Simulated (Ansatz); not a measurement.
```xyz
9

I    -0.189   -3.061   -0.204
Sn   -1.608   -0.752    0.417
C     0.030    0.763   -0.907
C     0.771    0.637    0.214
H    -0.750   -0.473    1.945
H    -0.569    1.648   -1.093
H     0.127    0.053   -1.722
H     1.432   -0.209    0.360
H     0.757    1.393    0.990
```

Charge 0, multiplicity 1. I, Sn: def2 effective core potential.

(1) List the PBE/def2-TZVPP orbital energies in eV (Ansatz). (Best estimate.)

Results:

(1) Ansatz gave: Occupied: -270.22, -270.16, -179.00, -133.19, -126.32, -126.17, -126.13, -89.23, -89.12, -88.97, -48.43, -48.39, -48.36, -48.24, -48.23, -25.63, -25.58, -25.46, -25.42, -25.36, -20.10, -16.47, -15.32, -12.55, -11.73, -11.24, -9.56, -8.14, -7.26, -6.32, -6.02, -5.52. Lowest empty: -2.60, -1.65, -1.57, -0.03, 0.62, 1.12, 1.16, 2.08.
